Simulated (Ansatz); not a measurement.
Reaction R1 + 0.5 R2 → P1 + P2, each structure at its B3LYP-D3(BJ)/def2-TZVP stationary point, reached from a drawn start (curvature not checked).
R1: BCl2 (SMILES Cl[B]Cl), charge 0, multiplicity 2.
R2: O2 (SMILES O=O), charge 0, multiplicity 3.
P1: BClO (SMILES O=BCl), charge 0, multiplicity 1.
P2: Cl atom, charge 0, multiplicity 2.

P less R. No zero-point or thermal terms; singlets are restricted closed shells; open shells are unrestricted; no spin–orbit coupling.

Correlated levels freeze the cores.

Run with Ansatz (a quantum-chemistry and plane-wave program) with Gaussian orbitals. No computed number here is a measurement.

Total energies in hartree:

| structure | PBE/def2-TZVPP | PBE0/def2-TZVPP | CCSD(T)/cc-pV(Q+d)Z |
|---|---|---|---|
| R1 | -944.873530 | -944.950695 | -944.308315 |
| R2 | -150.248609 | -150.235396 | -150.173871 |
| P1 | -560.105604 | -560.139556 | -559.784990 |
| P2 | -459.958430 | -459.997429 | -459.694492 |

Q: Work out the reaction energy at each level in kJ/mol (1 hartree = 2625.49964 kJ/mol), and say how far PBE/def2-TZVPP lies from CCSD(T)/cc-pV(Q+d)Z.

A: 
- PBE/def2-TZVPP: (-560.105604) + (-459.958430) − 0.5 × (-150.248609) − (-944.873530) = -0.066200 hartree = -173.8 kJ/mol
- PBE0/def2-TZVPP: (-560.139556) + (-459.997429) − 0.5 × (-150.235396) − (-944.950695) = -0.068592 hartree = -180.1 kJ/mol
- CCSD(T)/cc-pV(Q+d)Z: (-559.784990) + (-459.694492) − 0.5 × (-150.173871) − (-944.308315) = -0.084232 hartree = -221.1 kJ/mol
PBE/def2-TZVPP less CCSD(T)/cc-pV(Q+d)Z: 47.3 kJ/mol. CCSD(T)/cc-pV(Q+d)Z is the level counted from, the highest shown, and no exact or measured value.
